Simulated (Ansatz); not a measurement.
System: MnF (charge 0, septet). The spin state was set by rule; other spins were not relaxed. SMILES: [F][Mn]
Geometry: optimised at B3LYP-D3(BJ)/def2-TZVP (Ansatz, a program for electronic structure).

Computed values are from Ansatz. Valence correlation only, unless marked. UHF or UKS for open shells. No spin-orbit coupling. Frozen are the shells of the preceding noble gas and the d and f shells that filled before the atom's block. Non-relativistic. CBS(X,Y): correlation extrapolated as X^-3; Hartree-Fock from the larger set.

Question: What is the T1 diagnostic at CCSD/def2-QZVPPD?

Answer: 0.020.

Question: What is the atomisation energy De at CCSD(T)/CBS(def2-TZVPPD,def2-QZVPPD)?

Answer: 108.3 kcal/mol.

Question: What is the vertical ionisation energy (to the sextet) at CCSD(T)/CBS(def2-TZVPPD,def2-QZVPPD)?

Answer: 7.97 eV.

Question: What is the dipole moment at CCSD(T)/def2-SVPD?

Answer: 2.80 D.

Question: What is the total energy at CCSD(T)/CBS(def2-TZVPPD,def2-QZVPPD)?

Answer: -1249.8573 Eh.
